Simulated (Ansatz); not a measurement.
B₉N₉ (started as a model of: (BN)9 cage of four- and six-membered rings), relaxed as a singlet with RKS PBE-D4/def2-SVP in Ansatz, starting from the GFN2-xTB geometry. Force threshold 0.03 eV/Å.

Start:

Cartesian coordinates in Å:
```
B 1.123 0.276 -1.629
N 0.952 1.500 -0.851
B 1.724 0.663 0.117
N 2.114 -0.431 -0.818
B 0.971 -1.385 -0.747
N 0.119 -0.770 -1.808
B -1.173 -0.328 -1.393
N -1.537 1.115 -1.309
B -0.421 1.722 -0.529
N -0.973 1.492 0.840
B -1.881 0.671 0.042
N -1.806 -0.778 -0.117
B -0.175 0.688 1.708
N 1.270 0.413 1.446
N 0.437 -1.856 0.490
B -0.927 -1.361 0.845
N -0.576 -0.685 2.127
B 0.758 -0.947 1.587
```

```tsv
step	energy (eV)	largest force component (eV/Å)	SCF passes
1	-19472.1730	1.396	24
2	-19472.4560	0.500	21
3	-19472.4932	0.576	20
4	-19472.5214	0.055	22
5	-19472.5220	0.024	23
```

Force components are those of the run's own axes.

End:

```xyz
18

B     1.118    0.267   -1.607
N     0.972    1.542   -0.867
B     1.713    0.663    0.106
N     2.145   -0.440   -0.821
B     0.967   -1.373   -0.752
N     0.115   -0.795   -1.852
B    -1.175   -0.324   -1.379
N    -1.553    1.131   -1.333
B    -0.428    1.712   -0.521
N    -0.990    1.532    0.864
B    -1.859    0.668    0.032
N    -1.847   -0.805   -0.121
B    -0.166    0.679    1.703
N     1.303    0.431    1.480
N     0.446   -1.905    0.495
B    -0.912   -1.357    0.844
N    -0.592   -0.691    2.155
B     0.741   -0.935    1.575
```

By distances, no bond broke or formed. The bond that changes most is B9–B11, from 1.89 to 1.86 Å (atoms count from 1).

No frequencies were taken in this run, so the end may be a saddle point.

Run time 11 s (4 threads of AMD EPYC 9R45 on a shared host), peak host memory 0.6 GiB.
